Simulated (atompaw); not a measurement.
How hard is this Eu (Z = 63) PAW (atompaw) potential?

Eu (Z = 63), PAW, made with atompaw 4.2.0.5 (PBE, scalar-relativistic). Core [Kr] 4d10, reference 4f7 5s2 5p6 5d0 6s2 6p0. Waves: 5s (bound): rc 2.30 bohr; 6s (bound): rc 2.95 bohr; 5p (bound): rc 1.95 bohr; 6p (bound, empty): rc 2.75 bohr; 5d (bound, empty): rc 2.95 bohr; 5d channel at 2.8 Ry: rc 2.95 bohr; 4f (bound): rc 0.90 bohr; 4f channel at 1.15 Ry: rc 0.90 bohr. Local part: troulliermartins scheme with l = 4 at 0 Ry, radius 2.55 bohr. Core correction: smooth core density matched at 2.35 bohr. Augmentation charge: besselshape compensation charge, radius 2.45 bohr; PAW radius 2.95 bohr; waves and projectors: custom rrkj vanderbiltortho.

The pseudo-atom Hamiltonian at the reference potential is diagonalised in spherical Bessel functions j_l(qr) that vanish at 20 bohr, with q² up to the cutoff. All-electron valence levels (Ry): 5s -3.2829, 6s -0.2663, 5p -1.7474, 6p -0.0879, 5d -0.1145, 4f -0.1998.

Q: How do the lowest levels (Ry) of each channel move with the cutoff, and are there ghosts?

A:

```json
{"cutoff (Ry)": "8", "s #1": "-3.2739", "s #2": "-0.2663", "s #3": "0.0012", "p #1": "-1.6685", "p #2": "-0.0644", "d #1": "-0.1065", "d #2": "0.0488", "f #1": "0.0921", "f #2": "0.2016", "Σ f·Δε (mRy)": "2534.7"}
{"cutoff (Ry)": "15", "s #1": "-3.2826", "s #2": "-0.2663", "s #3": "0.0012", "p #1": "-1.7398", "p #2": "-0.0865", "d #1": "-0.1144", "d #2": "0.0480", "f #1": "0.0920", "f #2": "0.2015", "Σ f·Δε (mRy)": "2089.5"}
{"cutoff (Ry)": "25", "s #1": "-3.2829", "s #2": "-0.2663", "s #3": "0.0012", "p #1": "-1.7472", "p #2": "-0.0878", "d #1": "-0.1145", "d #2": "0.0480", "f #1": "0.0920", "f #2": "0.2014", "Σ f·Δε (mRy)": "2044.3"}
{"cutoff (Ry)": "35", "s #1": "-3.2829", "s #2": "-0.2663", "s #3": "0.0012", "p #1": "-1.7474", "p #2": "-0.0879", "d #1": "-0.1145", "d #2": "0.0480", "f #1": "0.0920", "f #2": "0.2014", "Σ f·Δε (mRy)": "2043.4"}
{"cutoff (Ry)": "50", "s #1": "-3.2829", "s #2": "-0.2663", "s #3": "0.0012", "p #1": "-1.7474", "p #2": "-0.0879", "d #1": "-0.1145", "d #2": "0.0480", "f #1": "0.0920", "f #2": "0.2013", "Σ f·Δε (mRy)": "2043.0"}
{"cutoff (Ry)": "70", "s #1": "-3.2829", "s #2": "-0.2663", "s #3": "0.0012", "p #1": "-1.7474", "p #2": "-0.0879", "d #1": "-0.1145", "d #2": "0.0480", "f #1": "0.0920", "f #2": "0.2010", "Σ f·Δε (mRy)": "2042.7"}
{"cutoff (Ry)": "100", "s #1": "-3.2829", "s #2": "-0.2663", "s #3": "0.0012", "p #1": "-1.7474", "p #2": "-0.0879", "d #1": "-0.1145", "d #2": "0.0480", "f #1": "0.0912", "f #2": "0.1470", "Σ f·Δε (mRy)": "2037.3"}
{"cutoff (Ry)": "140", "s #1": "-3.2829", "s #2": "-0.2663", "s #3": "0.0012", "p #1": "-1.7474", "p #2": "-0.0879", "d #1": "-0.1145", "d #2": "0.0480", "f #1": "-0.1723", "f #2": "0.0922", "Σ f·Δε (mRy)": "192.7"}
{"cutoff (Ry)": "180", "s #1": "-3.2829", "s #2": "-0.2663", "s #3": "0.0012", "p #1": "-1.7474", "p #2": "-0.0879", "d #1": "-0.1145", "d #2": "0.0480", "f #1": "-0.1970", "f #2": "0.0922", "Σ f·Δε (mRy)": "19.9"}
{"cutoff (Ry)": "260", "s #1": "-3.2829", "s #2": "-0.2663", "s #3": "0.0012", "p #1": "-1.7474", "p #2": "-0.0879", "d #1": "-0.1145", "d #2": "0.0480", "f #1": "-0.1994", "f #2": "0.0922", "Σ f·Δε (mRy)": "2.9"}
{"cutoff (Ry)": "400", "s #1": "-3.2829", "s #2": "-0.2663", "s #3": "0.0012", "p #1": "-1.7474", "p #2": "-0.0879", "d #1": "-0.1145", "d #2": "0.0480", "f #1": "-0.1998", "f #2": "0.0922", "Σ f·Δε (mRy)": "0.0"}
```

Result: no extra level below or beside the all-electron valence levels (s, p, d, f tested); 10 mRy is reached at 230 Ry and 1 mRy at over 300 Ry.
